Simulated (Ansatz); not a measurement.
Geometry optimisation, RHF/def2-SVP (Ansatz).

input.yaml

```yaml
crystal:
  periodic: [false, false, false]
  atoms:
    - { symbol: Zn, position_ang: [-0.751748, -0.08736, -0.650083] }
    - { symbol: Cl, position_ang: [0.225002, 0.150232, 2.636227] }
    - { symbol: Cl, position_ang: [0.811023, 0.124957, -2.085793] }
    - { symbol: O, position_ang: [-2.139229, -0.276933, 0.466323] }
    - { symbol: H, position_ang: [-3.016883, -0.483503, 0.190996] }
    - { symbol: H, position_ang: [-1.056765, -0.057093, 2.373631] }
basis:
  gaussian: { orbitals: def2-SVP }
hamiltonian:
  xc: hf
relax:
  f_tol: 0.03
  max_steps: 50
```

Command:

```bash
$ ansatz run input.yaml --threads 1 --pin off --max-ram 2048MiB --backend cpu --events-out ev --progress --plain --runs-dir out
```

Question: Where does it end, and by what steps?

Answer: The forces met the threshold. After 7 steps the energy has fallen by 0.121 eV; Cl2 moved furthest, 0.35 Å.

| step | energy less start (eV) | largest force component (eV/Å) | accepted |
| --- | --- | --- | --- |
| 0 | 0.0000 | 1.337 | yes |
| 1 | -0.0864 | 0.287 | yes |
| 2 | -0.0911 | 0.508 | yes |
| 3 | -0.1166 | 0.202 | yes |
| 4 | -0.1195 | 0.087 | yes |
| 5 | -0.1206 | 0.074 | yes |
| 6 | -0.1212 | 0.103 | yes |
| 7 | -0.1213 | 0.020 | yes |

```xyz
6
Properties=species:S:1:pos:R:3
Zn -0.639 -0.070 -0.392
Cl 0.154 0.141 2.290
Cl 0.818 0.134 -1.948
O -2.139 -0.298 0.601
H -3.009 -0.456 0.271
H -1.114 -0.081 2.108
```

The run took 24 s on 1 thread of Intel(R) Xeon(R) Platinum 8259CL CPU @ 2.50GHz (Skylake/Cascade Lake), with other jobs on the host, peak memory 0.19 GiB.
